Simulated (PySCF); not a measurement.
# Ionisation energy of Mo²⁺ by level of theory

Mo²⁺ [Kr] 4d4 (5D) → Mo³⁺ [Kr] 4d3 (4F), as a difference of total energies. All numbers are calculated (PySCF 2.14, a scalar-relativistic core potential, in aug-cc-pVDZ-PP with ECP28MDF (5s5p4d2f, 54 functions)). Correlated levels: valence: 4s2 4p6 frozen. The calculations carry no spin-orbit coupling.

```
           method  ionisation energy (eV)
              UHF                  26.088
             TPSS                  26.963
           r2SCAN                  27.111
    MP2 (valence)                  26.497
SCS-MP2 (valence)                  26.225
```

How much does correlation contribute at MP2 (valence)?

26.497 − (26.088) = 0.409 eV, measured against UHF.

The reference lies between the lowest fine-structure levels, while these numbers refer to the centres of the terms.

Errors of the correlated levels include the incompleteness of this basis and the frozen core.

For comparison: 27.13 ± 0.12 eV (semi-empirical (NIST evaluation); NIST Atomic Spectra Database, ionization energies).
